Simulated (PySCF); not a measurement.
A structure optimised at r2SCAN-D4/def2-TZVP, used in a PySCF frequency run:

```xyz
6

Sb     0.0000     0.0000     0.0000
H      0.0000     0.0000     1.7724
H      0.0000     0.0000    -1.7724
H      1.7125     0.0000     0.0000
H     -0.8562     1.4830     0.0000
H     -0.8562    -1.4830     0.0000
```
Charge 0, spin multiplicity 1.

Question: Write its SMILES, formula and point group.

Answer: [SbH5], H5Sb, D3h

Question: What are its rotational constants (standard atomic weights)?

Answer: 56.988, 46.936, 46.936 GHz
